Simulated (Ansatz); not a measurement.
Single points on (CdO)2 ring (Cd₂O₂).

```yaml
crystal:
  periodic: [false, false, false]
  atoms:
    - {symbol: Cd, position_ang: [-0.706995, -0.491906, 1.045043]}
    - {symbol: O, position_ang: [0.732198, -1.419005, -0.172483]}
    - {symbol: Cd, position_ang: [0.706937, 0.491890, -1.045087]}
    - {symbol: O, position_ang: [-0.732139, 1.419021, 0.172527]}
basis:
  gaussian: {orbitals: def2-TZVP, initial_orbitals: start.molden}
hamiltonian: {xc: pbe0, dispersion: d4}
scf: {omitted_lower_state_checks: [starts]}
output: {forces: true, orbitals: {seedname: orbitals}}
```

The file start.molden holds the orbitals of an earlier run on this structure, at another level or in another basis.

```sh
$ ansatz run in.yaml --threads 4 --pin off --events-out ev --progress --plain --max-ram 3916MiB
```

Output, abridged:

```
Functional definition: PBE0
1142 factors; their error is unknown
mean field evaluation 1: about -13215.1633 eV, gradient 1.3e2 eV
mean field evaluation 2: about -13217.6248 eV, gradient 3.3e0 eV
mean field evaluation 4: about -13217.8149 eV, gradient 4.2e-1 eV
mean field evaluation 8: about -13217.8150 eV, gradient 2.0e-5 eV
mean field -13217.81500797 eV, -485.7457421862 hartree, gradient 2.0e-5 eV, S^2 0.000000; 0 other end points of the search recorded, 0 dependent functions left out
reference -13217.81503943 eV, -485.7457433423 hartree; 28, 28 occupied and 114, 114 virtual orbitals, 1142 factors
Total energy: -13217.91778935 eV, -485.7495193323 hartree
Atom 0 at    -0.706995    -0.491906     1.045043 Å, force     0.057145     0.040227    -0.084508 eV/Å
Atom 1 at     0.732198    -1.419005    -0.172483 Å, force    -0.108643     0.210918     0.025243 eV/Å
Atom 2 at     0.706937     0.491890    -1.045087 Å, force    -0.056872    -0.040309     0.084604 eV/Å
Atom 3 at    -0.732139     1.419021     0.172527 Å, force     0.108370    -0.210836    -0.025338 eV/Å
Dipole moment:    -0.000075    -0.000018    -0.000054 e Å
Checks for a lower state left out: starts
```

It took 2.4 s on 4 threads of Arm Neoverse V1 on a shared host.

First input, but with `hamiltonian: {xc: pbe}`, `correlation: {method: rpa}` and without the key `output` (abridged; 3.7 s):

```
Functional definition: PBE
mean field -13219.32700729 eV, -485.8013071364 hartree, gradient 1.1e-6 eV, S^2 0.000000
2 core orbitals not correlated: weight in the atoms' cores, before any rotation towards them, 1.000 or more for the frozen orbitals, at most 0.000 for the correlated occupied ones
Total energy: -13206.64746878 eV, -485.3353426905 hartree
Checks for a lower state left out: starts
```

First input, but with `hamiltonian: {xc: r2scan, dispersion: d4}`, `output: {orbitals: {seedname: orbitals}}` (abridged; 3 s):

```
Functional definition: r2SCAN
mean field -13224.13468689 eV, -485.9779861028 hartree, gradient 2.1e-5 eV, S^2 0.000000
Total energy: -13224.15902167 eV, -485.9788803895 hartree
Checks for a lower state left out: starts
```

The first input with `correlation: {method: mp2}`, `output: {orbitals: {seedname: orbitals}}` and without the key `hamiltonian` (abridged; 2.1 s):

```
Functional definition: HF
mean field -13152.64090819 eV, -483.3506381958 hartree, gradient 1.6e-6 eV, S^2 0.000000; unrestricted orbitals would lower it
mean field evaluation 16: about -13152.4223 eV, gradient 9.2e0 eV
2 core orbitals not correlated: weight in the atoms' cores, before any rotation towards them, 1.000 or more for the frozen orbitals, at most 0.000 for the correlated occupied ones
second order -41.70695348 eV of doubles, -0.00000000 eV of singles
Total energy: -13194.34786167 eV, -484.8833404662 hartree
Checks for a lower state left out: starts
```

The first input with `gaussian: {orbitals: def2-TZVPP, initial_orbitals: start.molden}`, `correlation: {method: ccsd_t}`, `output: {orbitals: {seedname: orbitals}}` and without the key `hamiltonian` (abridged; 3.1 min):

```
Functional definition: HF
mean field evaluation 16: about -13146.4125 eV, gradient 2.5e0 eV
mean field evaluation 32: about -13142.7860 eV, gradient 3.9e1 eV
mean field -13152.80575015 eV, -483.3566960259 hartree, gradient 2.6e-6 eV, S^2 0.000000; unrestricted orbitals would lower it
2 core orbitals not correlated: weight in the atoms' cores, before any rotation towards them, 1.000 or more for the frozen orbitals, at most 0.000 for the correlated occupied ones
second order -52.68779932 eV of doubles, -0.00000000 eV of singles
cycle   1  -48.21978509 eV  change     4.5e0 eV  update   3.0e-1
cycle   2  -49.79359924 eV  change    -1.6e0 eV  update   1.8e-1
cycle   3  -50.27504330 eV  change   -4.8e-1 eV  update   7.2e-2
cycle   4  -50.32420708 eV  change   -4.9e-2 eV  update   3.9e-2
cycle   5  -50.24538572 eV  change    7.9e-2 eV  update   1.4e-2
cycle   6  -50.23902439 eV  change    6.4e-3 eV  update   7.0e-3
cycle   7  -50.25228994 eV  change   -1.3e-2 eV  update   3.6e-3
cycle   8  -50.25435681 eV  change   -2.1e-3 eV  update   1.6e-3
cycle   9  -50.25278046 eV  change    1.6e-3 eV  update   8.8e-4
cycle  10  -50.25415932 eV  change   -1.4e-3 eV  update   3.5e-4
cycle  11  -50.25368263 eV  change    4.8e-4 eV  update   1.8e-4
cycle  12  -50.25333404 eV  change    3.5e-4 eV  update   6.0e-5
cycle  13  -50.25349930 eV  change   -1.7e-4 eV  update   3.1e-5
cycle  14  -50.25346293 eV  change    3.6e-5 eV  update   1.5e-5
perturbative correction -2.01613544 eV, -0.0740916109 hartree
Total energy: -13205.07534852 eV, -485.2775683364 hartree
Checks for a lower state left out: starts
```

As the first input, with `gaussian: {orbitals: def2-SVP, initial_orbitals: start.molden}`, `output: {orbitals: {seedname: orbitals}}` (abridged; 1.4 s):

```
Functional definition: PBE0
mean field -13210.47736010 eV, -485.4760886005 hartree, gradient 3.4e-5 eV, S^2 0.000000
Total energy: -13210.58013969 eV, -485.4798656808 hartree
Checks for a lower state left out: starts
```

As the first input, with `hamiltonian: {xc: {name: r2SCANh}, dispersion: d4}`, `output: {orbitals: {seedname: orbitals}}` (abridged; 3.4 s):

```
Functional definition: r2SCANh
mean field -13222.75233858 eV, -485.9271857395 hartree, gradient 1.1e-5 eV, S^2 0.000000
Total energy: -13222.77940731 eV, -485.9281804969 hartree
Checks for a lower state left out: starts
```

Geometry: r2SCAN-D4/def2-TZVP.

In the def2 sets Cd takes a core potential; there is no spin–orbit coupling. Correlated methods freeze 2 core orbitals; core or outer-core shells of Cd are correlated, in sets that lack core-valence functions. The restricted singlet is unstable towards broken spin symmetry at other levels; at PBE0-D4/def2-TZVP, RPA@PBE/def2-TZVP, r2SCAN-D4/def2-TZVP, PBE0-D4/def2-SVP and others this wasn't settled. At MP2/def2-TZVP, CCSD(T)/def2-TZVPP the restricted singlet (for correlated methods, its reference) is unstable: a solution with broken spin symmetry lies lower. At CCSD(T)/def2-TZVPP T1 of the charge 0 singlet is large (up to 0.030), so the single-reference result is doubtful. The geometry of the singlet was relaxed on an unsound state (restricted singlet, unstable towards broken spin symmetry at other levels and untested here).
